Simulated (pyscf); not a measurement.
PySCF, gas phase, ωB97X-D3(BJ)/def2-SVP geometries.

Task: How much does it cost (ΔH, 298 K, ωB97M-D3(BJ)/def2-TZVP) to split H₃Sn–SnH₂–SnH₃ (SMILES [SnH3][SnH2][SnH3]) at its Sn–Sn bond into SnH₃• + •H₂Sn–SnH₃?

Result: Sn–Sn to SnH₃• + •H₂Sn–SnH₃: 230.6 kJ/mol. The 7 functionals that were run give +195.0 (M06-2X) to +281.3 kJ/mol (ωB97X-D3(BJ)/def2-TZVP). Other isomers of •H₂Sn–SnH₃ were not searched in full and may lie lower. Elements past Kr carry the def2 core potentials, without spin-orbit coupling.
